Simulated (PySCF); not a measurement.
**Constants of TeH, step by step**

State: ²Π, doublet, unpaired electrons π ↑. De refers to Te + H. ROHF-based CCSD(T) in PySCF 2.14 with Te aug-cc-pVTZ-PP with ECP28, H aug-cc-pVTZ and Te aug-cc-pVQZ-PP with ECP28, H aug-cc-pVQZ (frozen core orbitals: 9; scalar-relativistic core potentials). Correlation energies are extrapolated as n⁻³ (n = 3, 4), Hartree–Fock as (n+1)·exp(−9√n). CV is the change on freezing 4 orbitals instead, in Te cc-pwCVTZ-PP with ECP28, H cc-pVTZ.

```json
{"Level": "CCSD(T)/TZ", "Re (Å)": "1.6691", "ωe (cm⁻¹)": "2119.7", "ωexe (cm⁻¹)": "36.2", "αe (cm⁻¹)": "0.157", "De (eV)": "2.889"}
{"Level": "CCSD(T)/QZ", "Re (Å)": "1.6659", "ωe (cm⁻¹)": "2129.9", "ωexe (cm⁻¹)": "36.3", "αe (cm⁻¹)": "0.158", "De (eV)": "2.937"}
{"Level": "HF/CBS", "Re (Å)": "1.6457", "ωe (cm⁻¹)": "2262.4", "ωexe (cm⁻¹)": "29.8", "αe (cm⁻¹)": "0.139", "De (eV)": "1.905"}
{"Level": "MP2/CBS", "Re (Å)": "1.6539", "ωe (cm⁻¹)": "2211.9", "ωexe (cm⁻¹)": "31.5", "αe (cm⁻¹)": "0.145", "De (eV)": "2.820"}
{"Level": "CCSD/CBS", "Re (Å)": "1.6625", "ωe (cm⁻¹)": "2152.8", "ωexe (cm⁻¹)": "35.0", "αe (cm⁻¹)": "0.155", "De (eV)": "2.921"}
{"Level": "CCSD(T)/CBS", "Re (Å)": "1.6655", "ωe (cm⁻¹)": "2133.9", "ωexe (cm⁻¹)": "36.1", "αe (cm⁻¹)": "0.157", "De (eV)": "2.963"}
{"Level": "CCSD(T)/CBS+CV", "Re (Å)": "1.6547", "ωe (cm⁻¹)": "2143.6", "ωexe (cm⁻¹)": "36.1", "αe (cm⁻¹)": "0.160", "De (eV)": "2.988"}
```

Q: How much is left between CCSD(T)/QZ and the basis-set limit, and how much do the triples give at the limit?

A: CCSD(T)/CBS less CCSD(T)/QZ: -0.4 mÅ in Re, +4.0 cm⁻¹ in ωe and +0.026 eV in De. CCSD(T)/CBS less CCSD/CBS: +3.0 mÅ in Re, -18.9 cm⁻¹ in ωe and +0.042 eV in De.

Q: What do the later terms add?

A: CV: -10.8 mÅ in Re, +9.7 cm⁻¹ in ωe and +0.025 eV in De, each against the row above.

The T1 diagnostic is 0.017. The state was picked by a PBE0 search and need not be the measured ground state. Spin–orbit coupling, excitations beyond (T) and corrections to the Born–Oppenheimer picture are left out, and spin–orbit coupling matters for open p, d or f shells this heavy.

The whole job (state search and all basis sets along the bond) took about 12 min on 4 threads of Arm Neoverse V2 (shared host), peak memory 16 GiB.
